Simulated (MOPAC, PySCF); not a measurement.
C6H15In, SMILES `C[CH2][In]([CH2]C)[CH2]C`, neutral singlet in the gas phase. 

Cartesian coordinates (Å):
```xyz
22

C      2.8546    -1.3160     0.4893
C      2.1294     0.0273     0.5954
In     0.0134     0.0169    -0.0525
C     -0.8656    -1.8140    -0.9319
C     -2.3555    -1.7288    -1.2707
C     -1.2149     1.8444     0.1712
C     -0.5437     2.9931     0.9276
H      2.8653    -1.7039    -0.5510
H      2.3747    -2.0998     1.1122
H      3.9161    -1.2520     0.8182
H      2.1407     0.4149     1.6374
H      2.6354     0.8090    -0.0132
H     -0.6576    -2.6396    -0.2169
H     -0.2583    -2.0479    -1.8339
H     -2.7439    -2.6728    -1.7147
H     -2.9762    -1.5192    -0.3743
H     -2.5726    -0.9199    -1.9997
H     -1.5014     2.1522    -0.8587
H     -2.1646     1.5349     0.6594
H     -1.1969     3.8915     1.0006
H      0.3979     3.3211     0.4392
H     -0.2763     2.7086     1.9670
```
Charge 0, spin multiplicity 1.

All levels are single points at this geometry (PBE-D3(BJ)/def2-SVP); Pople sets use spherical d functions. Orbital energies aren't observables, and empty levels follow the basis.

HF/6-31G* (LANL2DZ on In) in PySCF gives dipole (D) = 0.05.

Task: Estimate the dipole (D) from each of these levels: PBE-D3(BJ)/def2-TZVP in PySCF; B3LYP/6-31G* (LANL2DZ on In) in PySCF; B3LYP/LANL2DZ in PySCF; BP86/6-31G* (LANL2DZ on In) in PySCF; PBE/6-31G* (LANL2DZ on In) in PySCF; SVWN5/6-31G* (LANL2DZ on In) in PySCF; PM6 in MOPAC; PM7 in MOPAC.

Result: 
| level | dipole (D) |
|---|---|
| PBE-D3(BJ)/def2-TZVP in PySCF | 0.04 |
| B3LYP/6-31G* (LANL2DZ on In) in PySCF | 0.05 |
| B3LYP/LANL2DZ in PySCF | 0.04 |
| BP86/6-31G* (LANL2DZ on In) in PySCF | 0.05 |
| PBE/6-31G* (LANL2DZ on In) in PySCF | 0.05 |
| SVWN5/6-31G* (LANL2DZ on In) in PySCF | 0.05 |
| PM6 in MOPAC | 0.02 |
| PM7 in MOPAC | 0.05 |
